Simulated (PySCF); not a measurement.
hydrogen selenide cation (H2Se), SMILES [SeH2] (connectivity only; charge and spin as stated), charge +1, multiplicity 2.

The structure is a stationary point at PBE-D3(BJ)/def2-TZVPD. The spin state was assumed, not searched.

All values below come from CAM-B3LYP/def2-TZVPD in PySCF.

The molecule is in vacuum.

```yaml
total_energy: -2402.50994 hartree
point_group: C2v
"α spin, highest occupied and lowest empty level": -18.14 and -6.31 eV
"β spin, highest occupied and lowest empty level": -19.42 and -11.30 eV
dipole_moment_about_the_centre_of_nuclear_charge: 1.40 D
mean_static_polarisability: 20.4 bohr³ (3.03 Å³)
polarisability_principal_values: 17.0, 21.7, 22.6 bohr³
"⟨S²⟩": 0.754 (pure state 0.75)
```
